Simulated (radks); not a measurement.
Zn, 30 electrons, occupied as [Ar] 3d10 4s2. All-electron calculation, scalar-relativistic Kohn-Sham, LDA (Slater exchange, Perdew-Wang correlation), spin-polarised, spherical densities, point nucleus; hard spherical wall at 1.5 bohr. Program: a radial shooting solver on a logarithmic mesh with Libxc functionals.

Radial electron density D(r) = 4 pi r^2 rho(r):

r (bohr),D(r) (e/bohr)
0.003194,2.230
0.003964,3.245
0.00492,4.671
0.006106,6.630
0.007578,9.253
0.009405,12.64
0.01167,16.83
0.01449,21.69
0.01798,26.86
0.02231,31.70
0.02769,35.31
0.03437,36.79
0.04266,35.71
0.05294,32.73
0.06571,29.78
0.08155,29.43
0.1012,33.07
0.1256,39.03
0.1559,42.71
0.1935,39.84
0.2401,31.16
0.298,23.12
0.3699,21.91
0.4591,26.30
0.5698,28.98
0.7071,25.91
0.8776,20.07
1.089,12.99
1.352,2.464

D(r) has 3 maxima, at r = 0.0349, 0.160, 0.565 bohr, and minima at 0.0747, 0.341 bohr, inside which lie 2.09, 10.76 electrons.
